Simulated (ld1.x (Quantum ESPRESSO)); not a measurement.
**Which change was made? (Cl, TM)**

- Element: chlorine
- Generator: ld1.x (Quantum ESPRESSO) 7.5
- Type: norm-conserving Troullier–Martins (Kleinman–Bylander form)
- Functional: PBE
- Relativity: scalar-relativistic
- Frozen core: [Ne]
- Valence charge: 7
- Reference configuration: 3s2 3p3.5 (charge +1.5)
- Partial waves: 3s (bound): rc 1.20 bohr; 3d channel at 0.45 Ry: rc 1.45 bohr; 3p (bound): rc 1.45 bohr
- Local potential: the p channel
- Core correction: Bessel-smoothed model core inside 0.80 bohr

Cutoffs, loose and tight: the cutoffs (Ry, on a coarse ladder) from which the occupation-weighted sum of valence levels, in a spherical-Bessel basis at the reference potential, stays within 10 and 1 mRy of its value at 400 Ry. They do not see the model core or the augmentation charge, which bear on the density cutoff. Test errors are all-electron minus pseudo excitation energies from the reference, over the configurations 3s2 3p5; 3s2 3p4; 3s2 3p3; 3s2 3p4.5; 3s2 3p2; 3s1 3p6; 3s2 3p1; variants that change the core or the reference have their own tests.

The base gives: outcome: generated; cutoff, loose: 50 Ry; cutoff, tight: 80 Ry; bound ghosts: none; largest test error (meV): +117.

After one change the result is: outcome: generated; cutoff, loose: 45 Ry; cutoff, tight: 70 Ry; bound ghosts: none; largest test error (meV): +190. Which change was it?
A. wave 3p (bound): rc 1.45 bohr becomes 3p (bound): rc 2.16 bohr
B. reference 3s1.5 3p5.5
C. wave 3d channel at 0.45 Ry: rc 1.45 bohr becomes 3d channel at 0.45 Ry: rc 2.22 bohr
D. reference 3s2 3p3
E. wave 3s (bound): rc 1.20 bohr becomes 3s (bound): rc 1.80 bohr

B. The others give: wave 3s (bound): rc 1.20 bohr becomes 3s (bound): rc 1.80 bohr → outcome: generated; cutoff, loose: 35 Ry; cutoff, tight: 50 Ry; bound ghosts: none; largest test error (meV): +196 | reference 3s2 3p3 → outcome: generated; cutoff, loose: 50 Ry; cutoff, tight: 80 Ry; bound ghosts: none; largest test error (meV): +85 | wave 3p (bound): rc 1.45 bohr becomes 3p (bound): rc 2.16 bohr → outcome: generated; cutoff, loose: 50 Ry; cutoff, tight: 80 Ry; bound ghosts: none; largest test error (meV): +64 | wave 3d channel at 0.45 Ry: rc 1.45 bohr becomes 3d channel at 0.45 Ry: rc 2.22 bohr → outcome: generated; cutoff, loose: 50 Ry; cutoff, tight: 80 Ry; bound ghosts: d; largest test error (meV): +117.
